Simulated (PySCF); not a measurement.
BH2(tBu), C₄H₁₁B.
Bonds: B1–C4, C4–C5, C4–C6, C4–C7. Hydrogens: H2, H3 on B1; H8, H9, H10 on C5; H11, H12, H13 on C6; H14, H15, H16 on C7.

Computed with PySCF 2.14.0, PBE0-D3(BJ)/def2-SVP geometry optimisation, gas phase.

(1) Give the optimised bond lengths and angles.

Answers

(1) 
```tsv
bond	length (bohr)
B1–H2, B1–H3	2.290
B1–C4	2.954
C4–C5	2.930
C4–C6, C4–C7	2.887
C5–H8 and 8 like bonds	2.083
```

Bonds in one row agree within 0.02 bohr and their mean is given. A selection of angles:
```tsv
angle	degrees
H2–B1–H3	118.8
H2–B1–C4	120.5
B1–C4–C5	97.2
B1–C4–C6	114.3
C5–C4–C6	109.5
C6–C4–C7	110.9
C4–C5–H8	109.0
C4–C5–H9	112.5
H8–C5–H9	107.1
```

The C–C distances run from 1.528 Å (C4–C6) to 1.551 Å (C4–C5), a spread of 0.023 Å. B1 (boron bonded to C and 2 H) is planar (angles 120.5°, 120.4° and 118.8°, sum 359.7°, 0.04 Å off the plane of its three neighbours).

Point group: Cs (tolerance 0.08 Å). Stationary, but not proved a minimum.
